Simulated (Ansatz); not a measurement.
Geometry optimisation, Ansatz 0.2.0, RKS PBE/cc-pVDZ.

The input (input.yaml):

```yaml
crystal:
  periodic: [false, false, false]
  atoms:
    - { symbol: B, position_ang: [-1.1892, 0.5901, 1.7804] }
    - { symbol: O, position_ang: [-0.3489, -0.5183, 1.619] }
    - { symbol: B, position_ang: [0.871, 0.023, 1.0629] }
    - { symbol: Si, position_ang: [1.3281, -0.0127, -0.8408] }
    - { symbol: Al, position_ang: [1.82842, 2.2776, -1.49016] }
    - { symbol: H, position_ang: [-1.2753, 1.2444, 2.7889] }
    - { symbol: H, position_ang: [-1.9436, 0.9359, 0.894] }
    - { symbol: H, position_ang: [1.7955, 0.4016, 1.8035] }
    - { symbol: H, position_ang: [2.53976, -0.79693, -0.98527] }
    - { symbol: H, position_ang: [0.23207, -0.4721, -1.60829] }
    - { symbol: H, position_ang: [0.70615, 3.40715, -1.31162] }
    - { symbol: H, position_ang: [3.27624, 2.62371, -2.00239] }
basis:
  gaussian: { orbitals: cc-pVDZ }
hamiltonian:
  xc: pbe
relax:
  f_tol: 0.015
  max_steps: 40
```

Launched with:

```bash
$ ansatz run input.yaml --threads 2 --pin off --max-ram 3072MiB --backend cpu --events-out ev --progress --plain --runs-dir out
```

Where does it end, and by what steps?

The forces met the threshold. The force dipped under the threshold on the way, but the program's further checks kept it going. After 36 steps the energy has fallen by 1.194 eV; H11 moved furthest, 1.52 Å.

```json
{"step": "0", "energy less start (eV)": "0.0000", "largest force component (eV/Å)": "2.003", "accepted": "yes"}
{"step": "2", "energy less start (eV)": "-0.5062", "largest force component (eV/Å)": "0.921", "accepted": "yes"}
{"step": "4", "energy less start (eV)": "-0.7652", "largest force component (eV/Å)": "0.388", "accepted": "yes"}
{"step": "6", "energy less start (eV)": "-0.9552", "largest force component (eV/Å)": "1.059", "accepted": "yes"}
{"step": "8", "energy less start (eV)": "-1.1160", "largest force component (eV/Å)": "0.533", "accepted": "yes"}
{"step": "10", "energy less start (eV)": "-1.1733", "largest force component (eV/Å)": "0.214", "accepted": "yes"}
{"step": "12", "energy less start (eV)": "-1.1851", "largest force component (eV/Å)": "0.030", "accepted": "yes"}
{"step": "14", "energy less start (eV)": "-1.1861", "largest force component (eV/Å)": "0.145", "accepted": "no"}
{"step": "16", "energy less start (eV)": "-1.1895", "largest force component (eV/Å)": "0.010", "accepted": "yes"}
{"step": "18", "energy less start (eV)": "-1.1907", "largest force component (eV/Å)": "0.037", "accepted": "yes"}
{"step": "20", "energy less start (eV)": "-1.1918", "largest force component (eV/Å)": "0.061", "accepted": "yes"}
{"step": "22", "energy less start (eV)": "-1.1923", "largest force component (eV/Å)": "0.037", "accepted": "yes"}
{"step": "24", "energy less start (eV)": "-1.1930", "largest force component (eV/Å)": "0.026", "accepted": "yes"}
{"step": "26", "energy less start (eV)": "-1.1933", "largest force component (eV/Å)": "0.039", "accepted": "yes"}
{"step": "28", "energy less start (eV)": "-1.1937", "largest force component (eV/Å)": "0.030", "accepted": "yes"}
{"step": "30", "energy less start (eV)": "-1.1939", "largest force component (eV/Å)": "0.045", "accepted": "yes"}
{"step": "32", "energy less start (eV)": "-1.1941", "largest force component (eV/Å)": "0.021", "accepted": "yes"}
{"step": "34", "energy less start (eV)": "-1.1940", "largest force component (eV/Å)": "0.036", "accepted": "no"}
{"step": "36", "energy less start (eV)": "-1.1943", "largest force component (eV/Å)": "0.011", "accepted": "yes"}
```

```xyz
12
Properties=species:S:1:pos:R:3
B -1.367 0.571 2.215
O -0.718 0.424 1.002
B 0.653 0.243 0.862
Si 1.439 0.011 -0.986
Al 2.059 2.276 -1.768
H -0.731 0.535 3.253
H -2.571 0.729 2.166
H 1.361 0.299 1.857
H 2.706 -0.816 -0.906
H 0.482 -0.627 -1.969
H 1.084 3.094 -2.755
H 3.423 2.965 -1.261
```

Whether the end is a true minimum wasn't checked by a vibrational analysis.

Time of the run: 96 s on 2 threads of Arm Neoverse V1, with other jobs on the host, peak memory 0.16 GiB.
